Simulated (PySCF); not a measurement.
Molecular orbitals of AlZn⁺

r²SCANh at R = 2.768 Å; Al 6-31G(d,p), Zn 6-31G(d,p); no relativity (PySCF 2.14). State: ¹Σ⁺ (singlet), closed shell. Only the outer orbitals are listed, counted within each symmetry.

```
orbital  occ.  ε (eV)  on Al (%)            main shells (%)
     9σ     2  -16.16         11            91 Zn d, 9 Al s
     4π     2  -15.95          0                   100 Zn d
     4π     2  -15.95          0                   100 Zn d
     1δ     2  -15.89          0                   100 Zn d
     1δ     2  -15.89          0                   100 Zn d
    10σ     2  -14.50         72           70 Al s, 16 Zn s
    11σ     2  -11.11         36  66 Zn s, 20 Al s, 15 Al p
     5π     0   -7.70         87           87 Al p, 13 Zn p
     5π     0   -7.70         87           87 Al p, 13 Zn p
    12σ     0   -7.33         51  51 Al p, 28 Zn p, 21 Zn s
```

Task: Which are the highest filled and the lowest empty level, where do they sit, and how wide is the gap?

Result: Highest filled 11σ at -11.11 eV (in %: 66 Zn s, 20 Al s, 15 Al p); lowest empty 5π at -7.70 eV (in %: 87 Al p, 13 Zn p); the gap at r²SCANh is 3.41 eV.

```json
{
  "bond order (Mayer)": "0.59",
  "⟨S²⟩": "0.000",
  "charge on Al (Mulliken, basis-dependent)": "0.62",
  "charge on Al (Löwdin, basis-dependent)": "0.62",
  "dipole moment (positive dipole points towards Zn; it is taken about the centre of mass and depends on that origin)": "-3.09 D"
}
```

Closed-shell solutions of metal pairs were not tested for spin polarisation, which can lower them a little.
